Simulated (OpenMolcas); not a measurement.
Ir3+ among 6 point charges of -1.7 e arranged as a tetragonal octahedron (D4h). The axial distance is 1.03 times the equatorial one, R.

```json
{"Program": "OpenMolcas 26.06", "Method": "CASSCF", "Basis": "ANO-RCC-VTZP [8s7p5d3f1g]", "Scalar Hamiltonian": "DKH2, point nucleus", "Active space": "6 electrons in 5 orbitals (5d)", "State averaging": "2S+1 = 5 even, 5 roots; 2S+1 = 3 even, 45 roots; 2S+1 = 1 even, 50 roots", "Spin-orbit coupling": "RASSI with atomic mean-field integrals over the reference wave functions"}
```

All point charges move together. At R = 2.09 Å the first state of the same spin is 616.2 cm-1, and at R = 2.41 Å it is 450.4 cm-1.

Problem. A third run gives 532.3 cm-1. What distance was it run at?

Solution. With a power law R^-n the two known points give n = -ln(450.4 / 616.2) / ln(2.41 / 2.09) = 2.20. Then R = 2.09 × (616.2 / 532.3)^(1/2.20) = 2.234 Å. The run was at 2.24 Å, so the estimate is off by -0.006 Å.

An orbital doublet at a regular site is open to a Jahn-Teller distortion, which this geometry leaves out. Without dynamic correlation the repulsion within the d shell is too large (B by tens of per cent), so at a given field states of lower spin stand too high. Point charges give a weaker field than real ligands, and real ions of this kind are as a rule low spin; the high spin found here belongs to the model. Spin-orbit coupling mixes the spin-free states strongly: the lowest level takes only 66 % from its leading state, 5E (figures for R = 2.09; the like holds for R = 2.24, R = 2.41). This shell can be high or low spin here, a state of another spin lies low, and with metal d orbitals alone active their balance is uncertain, so the ground spin may be wrong (holds for R = 2.09; R = 2.24). The ground term spreads over less than 5000 cm-1, several times less than with real ligands, so orbital moments are less quenched and χT lies further from the spin-only value than at real sites (holds for R = 2.41). This is an electrostatic model: the charges have no orbitals. No measured value stands beside these numbers.
